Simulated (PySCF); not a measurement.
CdClBr, SMILES [Cl][Cd][Br].

The structure is a stationary point at r2SCAN-D4/def2-TZVP. The def2 effective core potentials stand for the cores of Cd; spin–orbit coupling is left out.

The numbers are results of r2SCAN-D4/def2-TZVP run with PySCF, not measurements.

Frequencies are harmonic and unscaled.

Modes within 1.5 cm⁻¹ of each other (mostly degenerate sets) share a row, with their intensities summed.

Computed normal modes with their intensities:
```json
[
 {"mode": "1–2", "ν (cm⁻¹)": "77", "IR (km/mol)": "15.9", "Raman (Å⁴/amu)": "0.2", "depolarisation": "0.75", "moving atoms (share of kinetic energy)": "Cd 46 %, Cl 39 %, Br 15 %"},
 {"mode": "3", "ν (cm⁻¹)": "244", "IR (km/mol)": "2.9", "Raman (Å⁴/amu)": "14.1", "depolarisation": "0.23", "moving atoms (share of kinetic energy)": "Br 61 %, Cl 24 %, Cd 15 %"},
 {"mode": "4", "ν (cm⁻¹)": "392", "IR (km/mol)": "52.4", "Raman (Å⁴/amu)": "4.7", "depolarisation": "0.27", "moving atoms (share of kinetic energy)": "Cl 60 %, Cd 36 %"}
]
```
